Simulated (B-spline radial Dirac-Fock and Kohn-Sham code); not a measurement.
**Binding energies of Ce⁴⁺ at several levels of theory**

System: cerium as Ce⁴⁺, configuration [Kr] 4d10 5s2 5p6.

The density-functional columns are spherical, spin-unpolarised Dirac-Kohn-Sham results without Breit or QED terms: −ε is minus the orbital energy of the initial state and ΔSCF the difference of two total energies. The reference in the last column comes from relaxed Dirac-Fock hole states (ΔSCF) with Breit and QED corrections and a finite nucleus. All numbers are from a radial finite-basis atomic code, in eV; a selection of levels is shown. The Kohn-Sham columns are given as differences from the reference. For the 1s level of heavy atoms much of the gap between ΔSCF and the reference is the Breit and QED part, -156.0 eV here; for other levels the error of the functional can be larger.

| level | LDA −ε − DF | LDA ΔSCF − DF | PBE −ε − DF | PBE ΔSCF − DF | Dirac-Fock |
| --- | --- | --- | --- | --- | --- |
| 1s | -263.9 | +143.5 | -222.8 | +185.8 | 40497.8 |
| 2s | -134.7 | -57.9 | -129.4 | -52.9 | 6613.1 |
| 2p1/2 | -100.9 | -5.4 | -98.8 | -3.5 | 6222.9 |
| 2p3/2 | -105.8 | -17.9 | -104.3 | -16.5 | 5781.9 |
| 3s | -69.4 | -41.8 | -67.9 | -40.4 | 1500.4 |
| 3p1/2 | -55.9 | -27.1 | -55.4 | -26.7 | 1335.5 |
| 3p3/2 | -55.0 | -27.5 | -54.7 | -27.3 | 1247.1 |
| 3d3/2 | -35.6 | -4.7 | -35.9 | -5.0 | 961.9 |
| 3d5/2 | -36.1 | -5.6 | -36.4 | -5.9 | 943.5 |
| 4s | -32.7 | -19.3 | -32.1 | -18.7 | 357.3 |
| 4p1/2 | -25.6 | -12.4 | -25.4 | -12.2 | 293.9 |
| 4p3/2 | -25.6 | -12.8 | -25.3 | -12.5 | 274.7 |
| 4d3/2 | -12.0 | +0.2 | -12.1 | +0.1 | 168.2 |
| 4d5/2 | -12.0 | 0.0 | -12.1 | -0.1 | 164.9 |
| 5s | -9.8 | -2.5 | -10.0 | -2.8 | 88.83 |
| 5p1/2 | -5.4 | +1.4 | -5.6 | +1.1 | 67.88 |
| 5p3/2 | -5.4 | +1.2 | -5.5 | +1.0 | 64.57 |

For the outermost level NIST gives 65.55 ± 0.25 eV (semi-empirical); the differences from it are LDA −ε -6.34, LDA ΔSCF +0.19, PBE −ε -6.50, PBE ΔSCF +0.01, Dirac-Fock -0.98 eV.

Values without a named source are computed, but for edge energies of neutral atoms, which are taken from tables.
